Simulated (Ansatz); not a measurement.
Reaction (cleavage of the Sn–Si bond): `S[SiH2][SnH2][SH]` + PH₃ → `[PH2][SnH2][SH]` + `[SiH3]S`

Computed with Ansatz on PBE0-D4/def2-TZVP structures; ΔE is electronic, products minus reactants. CCSD(T)/CBS adds triple-zeta CCSD(T) − MP2 to the extrapolated MP2 energy (def2 sets, frozen cores). This one scheme is used for every species. Functionals use def2-TZVPP. HSE06 is defined as in plane-wave codes. def2 core potentials past Kr. For Sn outer-core shells are correlated without core-valence functions, which leaves a few kJ/mol of doubt a bond. One conformer a species, not always the lowest.

```tsv
species	HSE06-D4 energy (Eh)
`S[SiH2][SnH2][SH]`	-1303.45751
PH₃	-343.01010
`[PH2][SnH2][SH]`	-956.61677
`[SiH3]S`	-689.85076
```

**Question.** Work out ΔE.

**Answer.** ΔE = (-956.61677) + (-689.85076) − (-1303.45751) − (-343.01010) = 0.00008 Eh = +0.2 kJ/mol. CCSD(T)/CBS gives -4.0 kJ/mol.

**Question.** What do rigid-rotor, harmonic-oscillator terms from PBE0-D4/def2-TZVP frequencies (298.15 K, 1 bar) make of the CCSD(T)/CBS value? (An estimate is asked.)

**Answer.** Ansatz gave: ΔZPE = +0.1 kJ/mol, ΔH = -4.9 kJ/mol, ΔS = 27 J/(mol·K), ΔG = -13.1 kJ/mol. Modes under 50 cm⁻¹ make the entropy rough.

Largest T1 diagnostic among the species: 0.013.

In def2-TZVPP, CCSD(T) changes the Hartree–Fock value by +15.5 kJ/mol (the triples alone add +1.9 kJ/mol) and MP2 by +14.6 kJ/mol. At CCSD(T), def2-SVP lies +3.6 kJ/mol from the extrapolated value and def2-TZVPP −0.9 kJ/mol. The D4 term adds +7.4 kJ/mol with B3LYP and +4.3 kJ/mol with PBE0; it sums over pairs of atoms, weighted by their polarisabilities, and B3LYP, whose exchange is more repulsive, gets the larger term.

B3LYP here is the variant with VWN-RPA as its local correlation; programs differ in this.
